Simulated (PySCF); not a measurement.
Precursor series Ti Cl-F. Gas-phase values, no solvent.

Computed with TPSSh-D3(BJ)/def2-TZVP // TPSS-D3(BJ)/def2-SVP run with PySCF. All candidates: neutral, multiplicity 1. 

| Property | Value |
|---|---|
| HOMO | -8.94 eV |
| dipole moment | 0.18 D |
| HOMO–LUMO gap | 4.69 eV |

Problem. Name which member has these values.
(A) [Ti(F)4]
(B) [Ti(Cl)(F)3]
(C) [Ti(Cl)2(F)2]
(D) [Ti(Cl)3(F)]

Solution. D, [Ti(Cl)3(F)]. The others give [Ti(F)4]: -11.38 eV, 0.01 D, 7.67 eV; [Ti(Cl)2(F)2]: -9.12 eV, 0.16 D, 4.96 eV; [Ti(Cl)(F)3]: -9.40 eV, 0.08 D, 5.45 eV
